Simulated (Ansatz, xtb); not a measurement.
**Two structures of ClH3NSi2+**

Structure X is a singlet given by its coordinates and structure Y is a singlet given by its coordinates. Both are isolated ions in the gas phase, relaxed with B3LYP-D3(BJ)/def2-SVP.

X (Å):

```xyz
7

Cl    0.4264    0.1847    2.3803
N    -1.8355   -0.9833    0.4466
Si   -0.3650   -1.3477    1.3361
Si   -2.9518   -1.8260    1.4244
H     0.6017   -2.2237    0.6589
H    -1.9730   -0.4073   -0.3861
H    -1.2736   -2.2250    2.2838
```

Close contacts (Å): Cl1–Si3 2.02, N2–Si3 1.76, N2–Si4 1.71, Si3–Si4 2.63, N2–H6 1.02, Si3–H5 1.47, Si3–H7 1.58, Si4–H7 1.93.

Y (Å):

```yaml
atoms:
  - { symbol: Cl, position_ang: [1.3565, 0.4082, -1.1612] }
  - { symbol: N, position_ang: [-0.1977, -1.8692, -1.6213] }
  - { symbol: Si, position_ang: [-0.9310, -0.5725, -0.7727] }
  - { symbol: Si, position_ang: [1.4776, -1.5509, -2.0856] }
  - { symbol: H, position_ang: [-0.6866, -2.7435, -1.8368] }
  - { symbol: H, position_ang: [1.6881, -1.3698, -3.5323] }
  - { symbol: H, position_ang: [2.4776, -2.3484, -1.3548] }
```

Close contacts (Å): Cl1–Si3 2.52, Cl1–Si4 2.17, N2–Si3 1.71, N2–Si4 1.77, N2–H5 1.02, Si4–H6 1.47, Si4–H7 1.47.

Energies in hartree; the thermal terms are from B3LYP-D3(BJ)/def2-SVP harmonic frequencies (ideal gas, rigid rotor, one conformer each, 298.15 K, 1 atm) and include the zero-point energy:

```
                                X            Y
E, CCSD(T)/def2-TZVP  −1094.085981  −1094.097850
   zero-point energy      0.035593      0.035712
        H(298 K) − E      0.041841      0.042049
        G(298 K) − E      0.005972      0.006304
```

Question: Work out ΔE, ΔE₀, ΔH and ΔG for X → Y in kcal/mol (1 Eh = 627.51 kcal/mol) and the equilibrium ratio [Y]/[X].

Answer: 1. ΔE = −1094.097850 − (−1094.085981) = −0.011869 Eh = −7.45 kcal/mol.
2. ΔE₀ = ΔE + ΔZPE = −0.011869 + (+0.000119) Eh = −7.37 kcal/mol.
3. ΔH = ΔE + (+0.000208) Eh = −7.32 kcal/mol.
4. ΔG = ΔE + (+0.000332) Eh = −7.24 kcal/mol, so ΔS = (ΔH − ΔG)/T = −1.1 J/(mol K).
5. kT = 0.9442 mEh, so K = [Y]/[X] = exp(−ΔG/kT) = exp(+12.22) ≈ 2.0 × 10^5.

Structure Y is favoured at this temperature. An error of 1 kcal/mol in ΔG would change K by a factor of 5.4. Mirror images and further conformers aren't counted.

Other levels gave ΔE = −8.8 (B3LYP-D3(BJ)/def2-SVP); −9.3 (HF/def2-TZVP); −7.8 (MP2/def2-TZVP) kcal/mol. The correlated steps freeze 16 core orbitals. Programs: Ansatz 0.2.0.
